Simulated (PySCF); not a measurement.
PySCF was given this input:
```python
from pyscf import gto, scf, mcscf
import numpy

mol = gto.Mole()
mol.atom = '''
    O    -1.58170229   -1.14062528   -0.64070472
    Si   -0.72202856    0.04326500    0.03152289
    O    -1.35706208    1.45044399   -0.45168701
    Cl   -0.85520112   -0.25987859    2.00430849
    Se    1.44450479    0.03850995   -0.70613706
    H    -1.81665783   -1.11773974   -1.56559795
    H    -0.98733473    2.28909483   -0.18764048
    H     1.84776316   -1.14701676   -0.01353254
'''
mol.basis = 'sto-3g'
mol.verbose = 4
mol.build()

mf = scf.RHF(mol)
mf.kernel()
mc = mcscf.CASSCF(mf, 5, 6)
mc.fix_spin_(ss=0.0)
mc.kernel()
occ = numpy.linalg.eigvalsh(mc.fcisolver.make_rdm1(mc.ci, mc.ncas, mc.nelecas))[::-1]
ss = mc.fcisolver.spin_square(mc.ci, mc.ncas, mc.nelecas)[0]
print('natural occupations', occ.round(4), ' <S^2>', round(ss, 4))
```

Q: What number of basis functions does CASSCF(6,5)/STO-3G (PySCF) give?

A: 49

Q: What natural occupations of the active orbitals does CASSCF(6,5)/STO-3G give?

A: 2.00, 1.98, 1.98, 0.03, 0.01

Q: Estimate the total energy that CASSCF(6,5)/STO-3G returns for this input.

A: -3263.3069 Eh

Q: What is the computed SCF-reference Mulliken (on the basis functions themselves) charges in atom order (CASSCF(6,5)/STO-3G)?

A: O1 -0.51, Si2 1.17, O3 -0.51, Cl4 -0.38, Se5 -0.19, H6 0.21, H7 0.21, H8 -0.01

Q: Estimate the nuclear repulsion energy that CASSCF(6,5)/STO-3G returns for this input.

A: 537.8985 Eh

Q: Give the SCF-reference HOMO-LUMO gap at the level CASSCF(6,5)/STO-3G.

A: 15.49 eV
